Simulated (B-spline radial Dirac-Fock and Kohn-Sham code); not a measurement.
Core and valence levels of Mo⁶⁺

System: molybdenum as Mo⁶⁺ in the configuration [Ar] 3d10 4s2 4p6; nuclear rms radius 4.4091 fm (A = 98).

Input of the calculation (task.json; shells as n, l, electrons):

```json
{"items": [{
  "Z": 42,
  "q": 6,
  "cfg": [[1, 0, 2], [2, 0, 2], [2, 1, 6], [3, 0, 2], [3, 1, 6], [3, 2, 10], [4, 0, 2], [4, 1, 6]],
  "A": 98,
  "rrms": 4.4091,
  "do": ["binding"]
}]}
```

Command: `python xray_run.py task.json out`

The computed values come from a radial atomic solver: Dirac-Fock (average of configuration) total-energy differences with a finite nucleus, the Breit interaction including its frequency dependence, and self-energy and vacuum-polarisation corrections. The model has no electron correlation. Energies are counted from the vacuum level.

All terms are in eV, carry their sign (relaxation lowers the binding energy) and add up to the binding energy; ⟨r⟩ is the mean radius of the orbital in the initial state.

| subshell | −ε (Koopmans) | relaxation | Breit | QED | binding energy | ⟨r⟩ (bohr) |
| --- | --- | --- | --- | --- | --- | --- |
| K (1s) | 20208.0 | -53.38 | -36.32 | -18.08 | 20100.2 | 0.035 |
| L1 (2s) | 3004.5 | -25.10 | -3.06 | -2.10 | ? | 0.153 |
| L2 (2p1/2) | 2761.4 | -28.00 | -5.23 | 0.21 | 2728.4 | 0.131 |
| L3 (2p3/2) | 2654.2 | -27.25 | -3.46 | -0.01 | 2623.4 | 0.135 |
| M1 (3s) | 615.4 | -6.85 | -0.38 | -0.38 | 607.8 | 0.425 |
| M2 (3p1/2) | 521.5 | -7.08 | -0.70 | 0.04 | 513.7 | 0.421 |
| M3 (3p3/2) | 503.1 | -6.81 | -0.39 | 0.00 | 495.9 | 0.431 |
| M4 (3d3/2) | 337.8 | -7.76 | -0.14 | 0.04 | 329.9 | 0.411 |
| M5 (3d5/2) | 334.3 | -7.65 | -0.02 | 0.03 | 326.7 | 0.415 |
| N1 (4s) | 160.0 | -0.77 | -0.06 | -0.07 | 159.1 | 1.070 |
| N2 (4p1/2) | 128.2 | -0.74 | -0.10 | 0.01 | 127.4 | 1.145 |
| N3 (4p3/2) | 125.2 | -0.70 | -0.05 | 0.00 | 124.5 | 1.166 |

**Question.** Which binding energy belongs in the row of L1 (2s)?

**Answer.** 2974.2 eV, the sum of the terms in that row (to rounding).

For the deepest level, K (1s), the Breit terms make up -0.181 % of the binding energy, QED -0.090 % and orbital relaxation -0.266 %.

Going to the tabulated ground configuration of the next ion removes an electron from N3 (4p3/2), computed at 124.5 eV. NIST lists 125.638 ± 0.025 eV as the ionisation energy of this species (semi-empirical), +1.18 eV from the computed value.
